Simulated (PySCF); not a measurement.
From computed data to an observable: refractive index and permittivity of the vapour

In(Br)2(OMe) (CH3Br2InO), SMILES C[O][In]([Br])[Br].

Geometry: PBE0-D3(BJ)/def2-SVP. The def2 effective core potentials stand for the cores of In; spin–orbit coupling is left out. The values are those of a single conformer.

CAM-B3LYP/def2-TZVP run with PySCF gives a mean static polarisability of 92.0 bohr³ and a dipole moment of 1.10 D. Take an ideal gas at 298.15 K and 0.1 bar, whether or not the substance is that volatile.

Question: Work out n − 1 in the optical limit and the static ε − 1.

Answer: 
Polarisability volume α' = 92.0 × 0.148185 = 13.63 Å³. Number density N = p/kT = 2.43e-6 Å⁻³.
Dilute limit of Lorentz–Lorenz: n − 1 = 2π N α' = 0.00021.
Orientation term of Debye: μ²/(3kT) = 8.098 Å³ × μ²(D²) = 9.80 Å³.
ε − 1 = 4π N (α' + μ²/3kT) = 0.00072. Orientation of the dipole supplies 42 % of the static response; it can't follow optical fields. Vibrational polarisation and dispersion are left out.
